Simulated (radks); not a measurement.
The platinum anion Pt2-, [Hg], held by a Watson sphere: a shell of charge +2 at radius R that stands for the Madelung well of a crystal (potential energy -2/R inside, -2/r outside, in hartree with lengths in bohr). All-electron calculation, scalar-relativistic Kohn-Sham, PBE, spin-polarised, spherical densities, finite nucleus; Fermi nuclear charge, rms radius of each element as measured or else 0.836 A^(1/3) + 0.57 fm. Program: a radial shooting solver on a logarithmic mesh with Libxc functionals. Response by self-consistent Sternheimer equations with the Hartree and adiabatic LDA kernel, the relativistic mass of each level held fixed and spin-orbit coupling left out. The sphere does not respond.

R (bohr)  e(5p) (eV)  e(6s) (eV)  e(5d) (eV)  <r> 5d (bohr)  sum of <r^2> (bohr^2)  X-ray form factor at sin(theta)/lambda = 0.3 1/angstrom  alpha (bohr^3)
3.19         -54.173      -6.368      -5.104          1.846                  83.79                                                   58.426           63.76
5.21         -51.878      -3.753      -2.443          1.940                  102.3                                                   58.491           168.8
5.28         -51.820      -3.685      -2.380          1.942                  102.9                                                   58.492           174.7
5.47         -51.670      -3.505      -2.218          1.948                  104.7                                                   58.494           191.8
5.51         -51.640      -3.469      -2.185          1.949                  105.1                                                   58.494           195.7
5.71         -51.494      -3.294      -2.028          1.955                  107.0                                                   58.496           216.4
5.8          -51.431      -3.218      -1.961          1.958                  107.9                                                   58.496           226.5

Estimate the row for R = 2.72 bohr.

Answer. e(5p) (eV) -54.917; e(6s) (eV) -7.011; e(5d) (eV) -6.028; <r> 5d (bohr) 1.805; sum of <r^2> (bohr^2) 79.24; X-ray form factor at sin(theta)/lambda = 0.3 1/angstrom 58.396; alpha (bohr^3) 51.00.
